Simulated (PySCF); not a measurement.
# Molecular orbitals of SnPb

r²SCAN at R = 2.832 Å; basis Sn cc-pVDZ-PP with ECP28, Pb cc-pVDZ-PP with ECP60; scalar-relativistic core potentials; PySCF 2.14. State: ³Σ⁻ (triplet), unpaired electrons π ↑↑. Only the outer orbitals are listed, counted within each symmetry, core potentials removing the inner ones.

```tsv
spin	orbital	occ.	ε (eV)	on Sn (%)	main shells (%)
α	7σ	1	-13.30	26	72 Pb s, 23 Sn s
α	8σ	1	-10.37	72	71 Sn s, 24 Pb s
α	5π	1	-4.98	51	50 Sn p, 48 Pb p
α	5π	1	-4.98	51	50 Sn p, 48 Pb p
α	9σ	1	-4.65	52	48 Sn p, 46 Pb p
α	6π	0	-2.90	49	51 Pb p, 49 Sn p
α	6π	0	-2.90	49	51 Pb p, 49 Sn p
α	10σ	0	-0.01	50	53 Pb p, 51 Sn p
β	7σ	1	-12.44	24	75 Pb s, 20 Sn s
β	8σ	1	-9.55	74	72 Sn s, 20 Pb s
β	9σ	1	-4.31	52	49 Sn p, 46 Pb p
β	5π	0	-3.50	50	50 Pb p, 49 Sn p
β	5π	0	-3.50	50	50 Pb p, 49 Sn p
β	6π	0	-1.71	51	50 Sn p, 49 Pb p
```

**Question.** Which are the highest filled and the lowest empty level, where do they sit, and how wide is the gap?

**Answer.** Highest filled β 9σ at -4.31 eV (in %: 49 Sn p, 46 Pb p); lowest empty β 5π at -3.50 eV (in %: 50 Pb p, 49 Sn p); the gap at r²SCAN is 0.81 eV.

| Quantity | Value |
| --- | --- |
| bond order (Mayer) | 1.99 |
| ⟨S²⟩ | 2.006 |
| charge on Sn (Mulliken, basis-dependent) | -0.03 |
| charge on Sn (Löwdin, basis-dependent) | -0.04 |
| dipole moment (positive dipole means Sn(−)Pb(+)) | 0.64 D |

Spin–orbit coupling is left out, which matters for elements this heavy, above all for dissociation energies. The state is the lowest determinant that a PBE0 search found; another state may lie lower at other levels.
